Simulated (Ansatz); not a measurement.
Molecule: TaH (charge 0, triplet). The spin state was set by rule; other spins were not relaxed. 
Geometry from a B3LYP-D3(BJ)/def2-TZVP (Ansatz, an electronic-structure program) optimisation:
SMILES: [TaH]
```xyz
2

Ta     0.0000     0.0000    -0.0236
H      0.0000     0.0000     1.7228
```
Charge 0, spin multiplicity 3.

Basis-set convergence of Hartree-Fock and CCSD(T) correlation energies (hartree) with Ansatz. Cores are frozen in the correlated levels unless marked. UHF or UKS for open shells. Spin-orbit coupling is left out. The frozen core is the preceding noble-gas configuration, with the filled d and f shells of earlier blocks. Past Kr the def2 sets carry scalar-relativistic core potentials.

The UHF reference is spin-contaminated (<S^2> 0.53 over the pure value in the largest basis). The T1 diagnostic of CCSD in the largest basis is 0.132, which is high, so the coupled-cluster rows are less sure than usual.

```tsv
basis	functions	E(HF)	E(corr, CCSD(T))
def2-SVP	37	-56.83391	-0.09527
def2-TZVPP	70	-56.84735	-0.11874
def2-QZVPP	111	-56.84966	-0.12319
```

Extrapolating the two largest sets (X = 3 and 4) as X^-3: E(corr) = (64·(-0.12319) - 27·(-0.11874))/37 = -0.1264 Eh, an estimate of the basis-set limit. The largest set recovers 97.4 % of it, the smallest 75.4 %.
